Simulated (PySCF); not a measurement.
# An isoelectronic set: 85 electrons

HF in PySCF with def2-TZVPPD on every atom (core potentials on In, Sn, Sb, I), for the lowest determinant that a PBE0 search found; no spin–orbit coupling. All have 85 electrons, 11 of them in the valence shells, and the same state, a doublet (π ↑). For ions De leads to the atom and ion picked by measured ionisation energies and electron affinities.

```json
{"species": "InBr⁻", "difference of nuclear charges": "14", "Re (Å)": "2.851", "ωe (cm⁻¹)": "125", "k (mdyn/Å)": "0.431", "De (eV)": "n/a", "dissociates to": "In + Br⁻"}
{"species": "SnBr", "difference of nuclear charges": "15", "Re (Å)": "2.543", "ωe (cm⁻¹)": "238", "k (mdyn/Å)": "1.59", "De (eV)": "2.33", "dissociates to": "Sn + Br"}
{"species": "GeI", "difference of nuclear charges": "21", "Re (Å)": "2.565", "ωe (cm⁻¹)": "234", "k (mdyn/Å)": "1.51", "De (eV)": "1.87", "dissociates to": "Ge + I"}
{"species": "SbBr⁺", "difference of nuclear charges": "16", "Re (Å)": "2.379", "ωe (cm⁻¹)": "324", "k (mdyn/Å)": "2.96", "De (eV)": "1.78", "dissociates to": "Sb⁺ + Br"}
```

**Question.** Which member of the whole set has the stiffest bond, and how does it compare with the softest?

**Answer.** SbBr⁺ with k = 2.96 mdyn/Å, 6.9 times that of InBr⁻.

Spin–orbit coupling is left out, which matters for elements this heavy, above all for dissociation energies. For an ion De counts to the pair picked by the measured ionisation energies or electron affinities, which need not be the lowest pair at this level. Hartree–Fock leaves out correlation, which carries a large part of most bond energies and some tenths to 1 eV of ionisation energies. States were picked by a PBE0 search and need not be the measured ground states.
